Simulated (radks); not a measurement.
Q: Ionisation of the phosphorus ion P10+, [He] 2s2 2p1, to [He] 2s2 as the strength of local exchange is varied. Calculated with a radial shooting solver on a logarithmic mesh with Libxc functionals: scalar-relativistic Kohn-Sham, Slater X-alpha exchange (alpha = 2/3 is LDA exchange), no correlation, spin-polarised, spherical densities, finite nucleus; open shells are filled with parallel spins first; Fermi nuclear charge, rms radius 3.1889 fm.

alpha  E(P10+) (hartree)  exchange (hartree)  IE (eV)  -e of the level emptied (eV)  <r> of it (bohr)
0.553         -273.33005            -9.73766   469.55                   442.52 (2p)            0.3996
0.667         -275.34251           -11.79716   476.74                   450.15 (2p)            0.3966
0.719         -276.26343           -12.74250   480.04                   453.65 (2p)            0.3953
0.789         -277.50606           -14.02092   484.50                   458.39 (2p)            0.3935
x             -279.12650           -15.69291   490.33                   464.59 (2p)            0.3912

Which alpha was used in the last row?

A: alpha = 0.88. NIST Atomic Spectra Database: 479.44 eV (semi-empirical). The Delta-SCF value meets it near alpha = 0.71. Open shells are spherical and high-spin; term and fine-structure splittings are not resolved.
